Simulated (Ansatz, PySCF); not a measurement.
formamidinium (CH₅N₂), SMILES NC=[NH2+], charge +1. Atoms are numbered in the order given.

```xyz
8

N      0.0000     1.1582    -0.1744
C      0.0000     0.0000     0.4241
N      0.0000    -1.1582    -0.1744
H      0.0000     1.2586    -1.1798
H      0.0000     2.0062     0.3716
H      0.0000     0.0000     1.5098
H      0.0000    -1.2586    -1.1798
H      0.0000    -2.0062     0.3716
```
Charge +1, spin multiplicity 1.

Geometry optimised at PBE0-D3(BJ)/def2-TZVP. The values are those of a single conformer.

Two levels are set side by side: PBE-D3(BJ)/def2-TZVP (Ansatz, a first-principles code) and PBE0-D3(BJ)/def2-TZVP (Ansatz). Each level has its own optimised geometry; the coordinates shown are those of the second. Frequencies come from the Hessian of PySCF at each geometry. Differences are taken from unrounded values.

```csv
quantity,PBE0-D3(BJ),PBE-D3(BJ),PBE-D3(BJ) minus PBE0-D3(BJ)
mean bond length (Å),1.104,1.113,0.009
bond N1–C2 (Å),1.304,1.315,0.011
bond C2–N3 (Å),1.304,1.315,0.011
bond N1–H4 (Å),1.010,1.019,0.009
bond N1–H5 (Å),1.009,1.017,0.008
bond C2–H6 (Å),1.086,1.092,0.007
bond N3–H7 (Å),1.010,1.019,0.009
bond N3–H8 (Å),1.009,1.017,0.008
highest harmonic wavenumber (cm⁻¹),3689,3577,-112
mean harmonic wavenumber (cm⁻¹),1776,1718,-58
zero-point energy (kcal/mol),45.70,44.22,-1.48
```

Exact exchange shortens and stiffens bonds; PBE has none. Differences between two approximate levels are no errors against the true value.
